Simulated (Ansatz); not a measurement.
Reaction (substitution at a C–O bond): `CO/C=C/O` + HI → `O/C=C\I` + CH₃OH

Calculated with Ansatz (gas phase, PBE0-D4/def2-TZVP geometries, no zero-point term in ΔE). CCSD(T)/CBS is the MP2 limit (def2-TZVPP, def2-QZVPP) plus CCSD(T) − MP2 in def2-TZVPP, frozen cores. This one scheme is used for every species. Double bonds are as drawn, so ΔE can hold a change between cis and trans. DFT in def2-TZVPP. B3LYP here is the variant with VWN-RPA as its local correlation; programs differ in this. Elements past krypton have def2 core potentials. For I outer-core shells are correlated without core-valence functions, which leaves a few kJ/mol of doubt a bond. Each species was taken in one conformer, which may not be the lowest.

```json
{"level": "PBE-D4", "ΔE (kcal/mol)": "-9.7"}
{"level": "B3LYP", "ΔE (kcal/mol)": "-8.2"}
{"level": "HF/def2-TZVPP", "ΔE (kcal/mol)": "-6.6"}
{"level": "MP2/def2-TZVPP", "ΔE (kcal/mol)": "-12.2"}
{"level": "CCSD/def2-TZVPP", "ΔE (kcal/mol)": "-8.8"}
{"level": "HF/def2-QZVPP", "ΔE (kcal/mol)": "-6.7"}
{"level": "MP2/def2-QZVPP", "ΔE (kcal/mol)": "-13.3"}
{"level": "CCSD/CBS(def2)", "ΔE (kcal/mol)": "-10.6"}
```

(1) What does CCSD(T)/CBS give? (An estimate is asked.)

Largest T1 diagnostic among the species: 0.012.

Results:

(1) Ansatz gave: -11.2 kcal/mol. The listed levels differ from it by 1.5, 3.0, 4.6, -1.0, 2.4, 4.5, -2.1, 0.6 kcal/mol.

In def2-TZVPP, CCSD(T) changes the Hartree–Fock value by −2.9 kcal/mol (the triples alone add −0.7 kcal/mol) and MP2 by −5.7 kcal/mol.
